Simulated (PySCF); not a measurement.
## [Dy(HCN)]3+ at several levels of theory

Computed with PySCF 2.14.0 (density fitting, no spin-orbit coupling) at the geometry relaxed with PBE0:

```xyz
4
[Dy(HCN)]3+ (singlet in the valence; each metal's 4f electrons, 9 of them, lie in its core potential, out of spins and levels)
Dy    0.0000    0.0000   -0.2280
N     0.0000    0.0000    1.9777
C     0.0000    0.0000    3.1443
H     0.0000    0.0000    4.2609
```

| level | basis | state | HOMO (eV) | gap (eV) | charge on Dy1 (e) | population of f-type functions on Dy1 (polarisation alone where 4f lies in the core) | dipole about the centre of mass (D) | largest force component (eV/Å) |
| --- | --- | --- | --- | --- | --- | --- | --- | --- |
| PBE0 | Dy lcecp-1-SVP with ECP55, N def2-SVP, C def2-SVP, H def2-SVP | singlet | -27.14 | 7.26 | 2.50 | 0.02 | 5.07 | 0.00 |
| PBE | the same | singlet | -25.92 | 4.93 | 2.43 | 0.02 | 5.37 | 1.46 |
| PBE0 | Dy lcecp-1-TZVP with ECP55, N def2-TZVP, C def2-TZVP, H def2-TZVP | singlet | -27.05 | 7.20 | 2.59 | 0.02 | 5.13 | 0.88 |

In the lcecp rows the 4f levels are missing from HOMO and gap, and the state counts the valence alone.

Charges are Mulliken's, which hang on the basis. The relaxation used the grid (50, 194), these runs (75, 302) or, all-electron (x2c bases, spin-free X2C Hamiltonian), (99, 590).

Problem. What does TPSSh with Dy lcecp-1-SVP with ECP55, N def2-SVP, C def2-SVP, H def2-SVP give here?

Solution. state singlet, HOMO (eV) -26.34, gap (eV) 6.05, charge on Dy1 (e) 2.49, population of f-type functions on Dy1 (polarisation alone where 4f lies in the core) 0.02, dipole about the centre of mass (D) 5.15, largest force component (eV/Å) 0.61. Time: 9.2 s on 2 threads of Intel(R) Xeon(R) Processor @ 2.50GHz (Skylake/Cascade Lake), with other jobs on the host, from an already converged density.

In the first row's basis the gap widens with exact exchange: 4.9 eV for PBE (none); 6.1 to 7.3 eV for TPSSh, PBE0 (a fixed share).

An lcecp potential fixes the number of 4f electrons, so in runs with it no electron can move into or out of that shell.
